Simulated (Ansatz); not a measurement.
Start from `NC(=O)[SiH](F)Cl` and change one atom or group to get `NC(=O)[SiH2]F`.

Ansatz, PBE0-D4/def2-TZVP geometries, multiplicity 1. Each molecule was computed in one conformer, which needn't be the lowest.

| property | `NC(=O)[SiH](F)Cl` |
| --- | --- |
| LUMO energy (PBE0/def2-TZVPP) / eV | -0.87 |
| HOMO energy (ωB97M-V/def2-TZVPP) / eV | -9.85 |
| size of the dipole moment (PBE/def2-TZVPP) / D | 2.89 |
| size of the dipole moment (B3LYP/def2-TZVPP) / D | 2.91 |
| HOMO energy (PBE/def2-TZVPP) / eV | -5.99 |
| LUMO energy (B3LYP/def2-TZVPP) / eV | -1.09 |

Problem. What does the change do to each property? (Estimate.)

Solution. Ansatz gave: 
```json
{"property": "LUMO energy (PBE0/def2-TZVPP) / eV", "`NC(=O)[SiH2]F`": "-0.44", "shift": "0.43"}
{"property": "HOMO energy (ωB97M-V/def2-TZVPP) / eV", "`NC(=O)[SiH2]F`": "-9.70", "shift": "0.15"}
{"property": "size of the dipole moment (PBE/def2-TZVPP) / D", "`NC(=O)[SiH2]F`": "2.53", "shift": "-0.36"}
{"property": "size of the dipole moment (B3LYP/def2-TZVPP) / D", "`NC(=O)[SiH2]F`": "2.55", "shift": "-0.36"}
{"property": "HOMO energy (PBE/def2-TZVPP) / eV", "`NC(=O)[SiH2]F`": "-5.84", "shift": "0.15"}
{"property": "LUMO energy (B3LYP/def2-TZVPP) / eV", "`NC(=O)[SiH2]F`": "-0.68", "shift": "0.41"}
```

With PBE0 the HOMO rises by 0.16 eV and the LUMO rises by 0.43 eV, so the gap widens by about 0.27 eV. PBE moves the HOMO by 0.15 eV and ωB97M-V by 0.15 eV. Dipoles are sizes alone; their direction can turn.

B3LYP here is the variant with VWN-RPA as its local correlation; programs differ in this.
